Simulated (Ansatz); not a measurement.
Consider the formal exchange of groups at the Si–C bond: `FC([SiH3])[SiH2]Cl` + `N[SiH3]` → `N[SiH2][SiH2]Cl` + `FC[SiH3]`.

Calculated with Ansatz (gas phase, PBE0-D4/def2-TZVP geometries, no zero-point term in ΔE). CCSD(T)/CBS is the MP2 limit (def2-TZVPP, def2-QZVPP) plus CCSD(T) − MP2 in def2-TZVPP, frozen cores. This one scheme is used for every species. Each species was taken in one conformer, which may not be the lowest.

| level | ΔE (kJ/mol) |
| --- | --- |
| SCS-MP2/def2-TZVPP | -1.3 |
| CCSD/CBS(def2) | -7.3 |

Q: What does CCSD(T)/CBS give? (An estimate is asked.)

A: The calculation gave: -6.6 kJ/mol. The listed levels differ from it by 5.3, -0.7 kJ/mol.

Largest T1 diagnostic among the species: 0.011.
